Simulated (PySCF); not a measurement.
Compound: C₄H₁₀Ge.
Atom-mapped SMILES: `[CH3:1][CH2:2]/[CH:3]=[CH:4]\[GeH3:5]`

The calculation used delta-SCF UKS SCAN, pcX-2 on the ionised atom, pcseg-1 elsewhere, spin-free X2C (PySCF 2.14.0). These are vertical core ionisation energies against the vacuum level, from separate self-consistent calculations with and without the core hole.

Some binding energies are withheld.

```
atom(s)                  bonded to  level  binding energy (eV)
     C1                  C and 3 H   C 1s                    ?
     C2                2 C and 2 H   C 1s               290.75
     C3   C (double bond), C and H   C 1s               290.33
     C4  C (double bond), H and Ge   C 1s                    ?
```

Q: What is the C 1s binding energy of C4?

A: 289.78 eV (alkene CH carbon). The nearest listed C 1s value is that of C3; the shift against it is -0.55 eV.

Q: What is the C 1s binding energy of C1?

A: 290.64 eV (methyl carbon). The nearest listed C 1s value is that of C2; the shift against it is -0.11 eV.

The listed C 1s values span 0.97 eV, from C4 (bonded to C (double bond), H and Ge) to C2 (bonded to 2 C and 2 H). The widest gap between neighbouring values is 0.55 eV, between 289.78 and 290.33 eV. Summing the Pauling electronegativity differences to the bonded atoms, each weighted by its formal bond order, gives -0.89 for the lowest site and -0.70 for the highest; the largest sum, -0.35, belongs to C3, 0.42 eV below the top. The smallest sum, -1.05, belongs to C1, 0.86 eV above the lowest.

Q: Which photon wavelength matches the C 1s of C3 threshold?

A: λ = hc/E = 12398.42 eV Å / 290.33 eV = 42.705 Å.

No level of germanium is listed. Isolated species at its PBE0-D3(BJ)/def2-SVP geometry (one conformer only).

Shape of the structure used: `[CH3:1][CH2:2]/[CH:3]=[CH:4]\[GeH3:5]`: C1–C2–C3–C4 -123°.
